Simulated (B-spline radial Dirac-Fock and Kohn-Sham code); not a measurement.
Method: Dirac-Fock energy differences between relaxed states, corrected for Breit and QED terms. Computed with an atomic code on a B-spline grid. K edges are those of the screened (neutral excited atom) model, which lie within a few eV to tens of eV of tabulated edges.

An X-ray tube with a erbium target emits Kα1 at 49124.8 eV and Kβ1 at 55667.5 eV. K edges of lighter neighbours: Eu 48515.5 eV, Gd 50241.8 eV, Tb 51991.4 eV, Dy 53782.8 eV, Ho 55611.7 eV.

**Question.** Which of these can serve as a Kβ filter, and which fluoresce under Kα1?

**Answer.** A Kβ filter needs its edge between the two lines: Gd, Tb, Dy, Ho. Kα1 lies above the K edges of Eu, which therefore fluoresce.
